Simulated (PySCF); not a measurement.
C2H5Cl2Si (SMILES [CH2][Si](C)(Cl)Cl), doublet, geometry from GFN2-xTB. Base run: PySCF with SVWN5/3-21G.

PySCF was given this input:
```python
from pyscf import gto, scf, dft

mol = gto.Mole()
mol.atom = '''
    C    -1.30812215   -1.52127764   -0.54406338
    Si    0.01262226   -0.32473758   -0.06082586
    C     1.73881233   -1.12320320    0.11087430
    Cl   -0.46846581    0.51463813    1.72890142
    Cl    0.13777144    1.13737520   -1.46996919
    H    -1.54162794   -1.73775962   -1.57106094
    H    -1.87363874   -2.07880668    0.18082678
    H     1.73631846   -1.90049328    0.86868372
    H     2.48251296   -0.38326933    0.39586340
    H     2.05738669   -1.57068661   -0.82546441
'''
mol.basis = '3-21g'
mol.spin = 1
mol.verbose = 4
mol.build()

mf = dft.UKS(mol)
mf.xc = 'lda,vwn'
mf.kernel()
```

The base run was repeated with changes; each row names its change, and settings that it needs were set with it.

```json
[
 {"change": "base", "ΔE vs base (mEh)": "0.000", "fitting functions": "-", "dipole (D)": "3.27"},
 {"change": "auxbasis = even-tempered beta=3.0", "ΔE vs base (mEh)": "-10.496", "fitting functions": "274", "dipole (D)": "3.28"},
 {"change": "auxbasis = def2-tzvp-ri", "ΔE vs base (mEh)": "-78.629", "fitting functions": "566", "dipole (D)": "3.27"},
 {"change": "auxbasis = default (with mf = mf.density_fit())", "ΔE vs base (mEh)": "-0.512", "fitting functions": "624", "dipole (D)": "3.27"},
 {"change": "auxbasis = def2-universal-jfit", "ΔE vs base (mEh)": "-1.097", "fitting functions": "306", "dipole (D)": "3.27"},
 {"change": "auxbasis = def2-svp-ri", "ΔE vs base (mEh)": "-2153.6", "fitting functions": "352", "dipole (D)": "3.27"},
 {"change": "auxbasis = autoaux", "ΔE vs base (mEh)": "-4.148", "fitting functions": "511", "dipole (D)": "3.28"},
 {"change": "auxbasis = even-tempered beta=1.6", "ΔE vs base (mEh)": "-3.901", "fitting functions": "608", "dipole (D)": "3.28"},
 {"change": "auxbasis = cc-pvtz-jkfit", "ΔE vs base (mEh)": "-0.562", "fitting functions": "671", "dipole (D)": "3.27"},
 {"change": "auxbasis = cc-pvtz-ri", "ΔE vs base (mEh)": "-39.834", "fitting functions": "678", "dipole (D)": "3.27"}
]
```

A fitting set is made for a task (jfit for Coulomb, jkfit for Coulomb and exchange, ri for correlation) and for a family of orbital bases.

Open shells are given as the SCF converged; they aren't shown to be the lowest states, and a large step between rows can be another state.
